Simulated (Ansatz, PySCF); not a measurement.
Complex: HBr (SMILES Br) (first 2 atoms) with H4OSi (SMILES O[SiH3]); geometry from B3LYP-D3(BJ)/def2-TZVP.
(charge 0, multiplicity 1):
```xyz
8

Br    -0.4673    -1.3769    -0.0963
H      0.4134    -0.3081     0.2541
O     -1.0393    -0.1138     3.1866
Si     0.5604     0.2226     3.3875
H     -1.2865    -0.7018     2.4654
H      1.3441    -0.9702     3.7891
H      0.6422     1.2615     4.4316
H      1.1627     0.7422     2.1271
```

Interaction energies are E(AB) − E(A) − E(B) at the monomers' geometry in the complex; basis-set methods are counterpoise corrected. Rows marked so take none.

Frozen-core correlation. Filled d and f shells under p-block atoms count as core. Rows in 3-21G carry no dispersion term and start afresh at each structure; the Pople sets are all-electron and without relativity.

Codes used: Ansatz (Gaussian basis) for Hartree–Fock, density functionals and correlated methods; PySCF for 3-21G rows, the dispersion terms. 

| level | interaction energy (meV) |
|---|---|
| PBE-D4/def2-TZVPPD | -138.0 |
| r2SCAN/def2-TZVPPD | -103.9 |
| B97M-V/def2-TZVPPD | -122.7 |
| B3LYP/3-21G (no counterpoise) | -129.3 |
| B3LYP-D3(BJ)/def2-TZVPPD | -133.8 |
| BHLYP/def2-TZVPPD | -45.5 |
| BHLYP-D4/def2-TZVPPD | -117.3 |
| CCSD/def2-SVPD | -54.1 |
| CCSD(T)/def2-TZVPPD | [?] |

**Question.** Fill in the missing entries.

**Answer.** 
- CCSD(T)/def2-TZVPPD, interaction energy (meV): -86.2

Ansatz is an electronic-structure program.
